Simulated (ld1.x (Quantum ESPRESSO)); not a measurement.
# What one change does to a pseudopotential (As, TM)

| Quantity | Value |
| --- | --- |
| Element | As (Z = 33) |
| Generator | ld1.x (Quantum ESPRESSO) 7.5 |
| Type | norm-conserving Troullier–Martins (Kleinman–Bylander form) |
| Functional | LDA (PZ) |
| Relativity | scalar-relativistic |
| Frozen core | [Ar] 3d10 |
| Valence charge | 5 |
| Reference configuration | 4s2 4p2 (charge +1) |
| Partial waves | 4s (bound): rc 1.65 bohr; 4p (bound): rc 2.10 bohr |
| Local potential | all-electron potential smoothed inside 1.35 bohr (lloc = -1) |
| Core correction | none |

All-electron outer shells of the reference configuration (LDA (PZ), scalar-relativistic, ld1.x):

```json
{"shell": "4s", "level (eV)": "-23.61", "outermost node (bohr)": "0.73", "outermost maximum (bohr)": "1.59"}
{"shell": "4p", "level (eV)": "-13.54", "outermost node (bohr)": "0.78", "outermost maximum (bohr)": "1.90"}
```

Change: all radii scaled by about 0.77 (s 1.26, p 1.62 bohr); local potential all-electron potential smoothed inside 1.04 bohr (lloc = -1).

Cutoffs: the cutoffs (Ry, on a coarse ladder) from which the occupation-weighted sum of valence levels, in a spherical-Bessel basis at the reference potential, stays within 10 and 1 mRy of its value at 400 Ry; they do not see the model core or the augmentation charge, which bear on the density cutoff. Errors are all-electron minus pseudo energies relative to the spin-unpolarised reference configuration.

Question: Predict the effect on cutoff, ghosts and configuration errors.

Answer: The potential gets harder (21 Ry and 50 Ry → 50 Ry and 140 Ry); the bound ghosts move from d to d, s; of the 9 tests that both files solve, the error grows in 0 and shrinks in 5 by more than 15 % and 0.3 meV (median size 34.3 → 38.2 meV). A smaller radius makes the pseudo-wave follow the all-electron one further in, where it bends more sharply, so more plane waves are needed. Less of the atom is replaced, so other configurations are described better.

```csv
quantity,base,changed
"cutoff, loose",21 Ry,50 Ry
"cutoff, tight",50 Ry,140 Ry
loose cutoff by channel (10 mRy a level),"s 18 Ry, p 6 Ry","s 45 Ry, p 6 Ry"
bound ghosts,d,"s, d"
"error for 4s2 4p3, meV [ΔE -9.33 eV]",+9.0,+7.4
"error for 4s2 4p1, meV [ΔE 18.16 eV]",+17,+9.9
"error for 4s2 4p0, meV [ΔE 46.20 eV]",+121,+62
"error for 4s2 4p2.5, meV [ΔE -5.69 eV]",+3.3,+2.7
"error for 4s0 4p5, meV [ΔE 9.88 eV]",+34,+38
"error for 4s1 4p0, meV [ΔE 97.32 eV]",+557,+390
"error for 4s1 4p3, meV [ΔE 10.16 eV]",+11,+9.5
"error for 4s2 4p2 (spin-polarised), meV [ΔE -0.73 eV]",+117,+118
"error for 4s2 4p3 (spin-polarised), meV [ΔE -10.65 eV]",+184,+185
```

 A true bound ghost makes a file unfit for plane-wave use even where its test errors are small: the radial tests pick states by their node count and pass the ghost by.
